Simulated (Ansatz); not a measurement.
`[F][SnH2][SH]` + H₂O → `[OH][SnH2][F]` + H₂S at 600 K and 1 bar (formal hydrolysis of the Sn–S bond).

Isolated molecules relaxed with PBE0-D4/def2-TZVP in Ansatz; ΔE leaves out vibrations. CBS: MP2 limit from def2 TZ/QZ plus the TZ coupled-cluster correction, frozen cores. This one scheme is used for every species. def2 core potentials past Kr. For Sn outer-core shells are correlated without core-valence functions, which leaves a few kJ/mol of doubt a bond. One conformer a species, not always the lowest.

```csv
species,CCSD(T)/CBS energy (Eh),H − E (kJ/mol),S (J/(mol·K))
`[F][SnH2][SH]`,-713.44162,110.8,387.6
H₂O,-76.37941,76.8,212.8
`[OH][SnH2][F]`,-390.83308,119.0,371.5
H₂S,-398.97279,60.8,230.9
```

H − E and S are ideal-gas, rigid-rotor, harmonic terms from PBE0-D4/def2-TZVP, for one conformer and one mirror image of each species. 1 Eh = 2625.50 kJ/mol, R = 8.31446 J/(mol·K).

By hand: ΔE, ΔH, ΔS and ΔG.

ΔE = (-390.83308) + (-398.97279) − (-713.44162) − (-76.37941) = 0.01516 Eh = 39.8 kJ/mol. Δ(H − E) = 119.0 + 60.8 − 110.8 − 76.8 = -7.8, so ΔH = 32.0 kJ/mol. ΔS = 371.5 + 230.9 − 387.6 − 212.8 = 2.0 J/(mol·K). ΔG = 32.0 − 600 × (2.0)/1000 = 30.8 kJ/mol.

By hand: the equilibrium constant, and the temperature at which ΔG would vanish if ΔH and ΔS stayed fixed.

log₁₀ K = −ΔG/(RT ln 10) = -2.7. ΔG = 0 at ΔH/ΔS = 16000 K, far beyond where these terms or the molecules hold.

The number of gas molecules stays the same, so ΔS is small and ΔH decides. A doubt of 5 kJ/mol in ΔE shifts log₁₀ K by 0.4 here. Other conformers and mirror images would add mixing entropy, several J/(mol·K) or more a flexible species. These are equilibria of isolated gas molecules and say nothing of rates. Largest T1 diagnostic: 0.014 (customary marks: 0.02 for closed shells, 0.045 for open ones).
